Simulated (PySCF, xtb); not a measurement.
CH6ClFSi2, SMILES Cl[Si@H](C[SiH3])F. One conformer was computed; it need not be the lowest.

Harmonic wavenumbers (cm⁻¹) from GFN2-xTB run with xtb at its own minimum, in rising order: 40, 102, 114, 167, 189, 288, 483, 494, 531, 607, 642, 710, 715, 774, 782, 789, 796, 845, 1023, 1142, 1450, 2244, 2271, 2284, 2342, 2981, 2993.

Task: What does PBE-D3(BJ)/def2-SVP (PySCF) give at its own minimum? (An estimate is asked for; the answer gives what the named calculation found.)

Result: 38, 96, 125, 197, 234, 334, 476, 511, 562, 651, 710, 744, 803, 805, 879, 907, 912, 917, 986, 1042, 1321, 2166, 2180, 2191, 2209, 2985, 3051. Paired by order, the mean absolute difference is 59 cm⁻¹ and the zero-point energies are 39.7 and 40.1 kcal/mol.
